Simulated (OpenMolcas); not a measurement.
## Cr²⁺: effect of the active space

* Program: OpenMolcas
* Method: XMS-CASPT2, IPEA 0.25 Eh, imaginary shift 0.1 Eh
* Basis: ANO-RCC-VTZP
* Scalar Hamiltonian: DKH2, point nucleus
* Spin-orbit coupling: state interaction with AMFI integrals over the reference wave functions, term energies averaged over their components

A. 4 electrons in 5 orbitals (3d); 2S+1 = 5 even, 5 roots; 2S+1 = 3 even, 45 roots; 2S+1 = 1 even, 50 roots; closed shells correlated: 3s 3p; CASPT2 step of the order of 21 core-seconds
B. 4 electrons in 6 orbitals (3d 4s); 2S+1 = 5 even, 15 roots; 2S+1 = 3 even, 90 roots kept (CI in the orbitals of an earlier block); 2S+1 = 1 even, 77 roots kept (CI in the orbitals of an earlier block); closed shells correlated: 3s 3p; CASPT2 step about 90 core-seconds

Energies in cm⁻¹ above 3d⁴ ⁵D₀, the measured ground level; measured values from Sugar and Corliss, J. Phys. Chem. Ref. Data 6, 317 (1977).

```csv
Level,A,B,Measured
3d⁴ ⁵D₀,0.0,0.0,0.0
3d⁴ ⁵D₁,65.7,70.7,62.2
3d⁴ ⁵D₂,194,209,183
3d⁴ ⁵D₃,382,410,357
3d⁴ ⁵D₄,623,668,576
3d⁴ ³P₀(1),17980,18150,16771
3d⁴ ³P₁(1),18370,18580,17169
3d⁴ ³H₄,18660,18950,17274
3d⁴ ³H₅,18800,19110,17397
3d⁴ ³H₆,18950,19280,17531
3d⁴ ³P₂(1),19080,19350,17851
3d⁴ ³F₂(1),19870,20190,18452
3d⁴ ³F₃(1),19930,20260,18511
3d⁴ ³F₄(1),20010,20340,18583
3d⁴ ³G₃,22320,22590,20704
3d⁴ ³G₄,22480,22770,20853
3d⁴ ³G₅,22630,22940,20996
3d⁴ ¹G₄(1),26560,27520,25139
3d⁴ ³D₃,27540,27410,25726
3d⁴ ³D₂,27600,27470,25781
3d⁴ ¹I₆,27630,28180,26015
3d⁴ ³D₁,27650,27530,25848
3d⁴ ¹D₂(1),33710,34150,32152
3d⁴ ¹F₃,39020,38920,37005
```

Deviations, from unrounded energies. A percentage is the sum of absolute deviations over the sum of measured energies, with the sign that they share, or ± where signs differ.

```csv
Against measurement,Levels,A,B
mean absolute deviation (cm-1),23,1300,1500
fine structure of the ground term (%),4,+7.4,+15.3
other terms of the ground configuration (%),19,+6.9,+8.1
```

A lies closest to measurement on these levels. The largest miss of A in the table is 3d⁴ ¹F₃, by +2000 cm-1. The ranking rests on the paired levels alone, and a cruder setting can come out closer through cancelling errors.

The spin-orbit steps hold different terms of 3d⁴ (B lacks a ¹S), which shifts levels as well.

The two smallest mean deviations differ by little beside CASPT2's spread within terms, so their order carries little weight.

Between A and B the level of the table that moves most is 3d⁴ ¹G₄(1), by 950 cm-1 (lowest in A, highest in B). Moves below CASPT2's spread within the term are not significant.

CASPT2 does not keep the components of a term degenerate, so their means are used; among the terms shown or strongly mixed into the levels shown the widest spread is 1700 cm-1 (3d⁴ ¹I, B). The CASPT2 spread within a term exceeds the gap to the next term for 3d⁴ ³P(1) and 3d⁴ ³H, 3d⁴ ¹G(1) and 3d⁴ ³D, 3d⁴ ³D and 3d⁴ ¹I, so the order of their levels is uncertain. Terms from blocks run as CI alone lack orbitals of their own (holds for B). Computed and measured levels are paired by configuration, term and J; levels that our copy of the source lacks, or whose pairing is in doubt (as where it misses far off the trend of its configuration), stay unpaired and out of the deviations. Only configurations of the active space appear. Levels that lie high or do not pair safely by name in every column are left out.

A number in round brackets counts repeated terms of one configuration in the order of the reference energies.
